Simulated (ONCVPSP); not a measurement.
# Potentials for strontium (Sr) compared

Generated with ld1.x 7.5 (TM, RRKJ, ultrasoft, PAW), atompaw 4.2 or ONCVPSP 4.0.1. The cutoff is in Ry: for ld1.x and atompaw files where the sum of valence levels is converged to 10 mRy in a Bessel basis, for ONCV files where the hardest occupied wave has 1 mHa per electron of residual kinetic energy. The error is the largest all-electron minus pseudo excitation energy over each file’s own four to seven test configurations (ionisations up to +4, promotions, holes and added fractions of an electron), all of which were solved. The labels leave out finer settings (local radius, basis sizes, second energies), which also bear on the numbers. Spin-polarised tests are not counted. The rows are a selection from randomly drawn settings: files with unsolved tests, undetermined cutoffs or missed reference levels are left out.

| potential | cutoff (Ry) | largest error (meV) | bound ghosts |
| --- | --- | --- | --- |
| ONCV, LDA (Perdew-Wang 92), scalar-relativistic, rc 1.75/2.90/2.95 (spd), local smoothed, core correction no, reference 4s2 4p6 5s1.5 5p0.5, qcut 5.3/5.5/2.8, projectors 2/2/2 | 25 | -1.1 | none |
| ONCV, BLYP, scalar-relativistic, rc 1.85/1.80/1.85 (spd), local smoothed, core correction yes, reference 4s2 4p6 5s2, qcut 6.2/8.9/6.1, projectors 2/2/2 | 41 | -5.6 | none |

(1) Fill in the row for Sr: ONCV, PBEsol, scalar-relativistic, rc 2.15/2.50/1.90 (spd), local smoothed, core correction yes, reference 4s2 4p6 5s1.75 5p0.25, qcut 5.6/4.5/5.1, projectors 3/2/1.

(2) Fill in the row for Sr: ONCV, PBE, fully relativistic, rc 2.25/2.15/1.90 (spd), local smoothed, core correction yes, reference 4s2 4p6 5s2, qcut 4.9/7.6/5.2, projectors 2/2/2.

(3) Fill in the row for Sr: ONCV, PBE, scalar-relativistic, rc 2.35/1.75/1.95 (spd), local smoothed, core correction yes, reference 4s2 4p6 5s2, qcut 6/4.4/5.2, projectors 2/3/1.

Results:

(1) cutoff 20 Ry, largest error -3.9 meV, bound ghosts: none.

(2) cutoff 23 Ry, largest error -2.5 meV, bound ghosts: none.

(3) cutoff 22 Ry, largest error -3.5 meV, bound ghosts: none.
